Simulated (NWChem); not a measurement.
Species: 1,1-difluoroethane (C2H4F2); SMILES CC(F)F

Results from NWChem. All runs use the structure optimised with PBE0/def2-SVP. Level B3LYP/def2-SVP: single points from the atomic guess with DIIS by default; each run changes one setting, and all converged runs end within 0.3 mHa of each other. cgmin counts macro-iterations, each dearer than a DIIS step.

```
setting                                  SCF iterations
---------------------------------------  --------------
defaults                                              7
no level shifting                                     7
core-Hamiltonian guess                               13
no DIIS, 40 % damping                                16
DIIS on 20 Fock matrices                              7
quadratically convergent solver (cgmin)               4
```
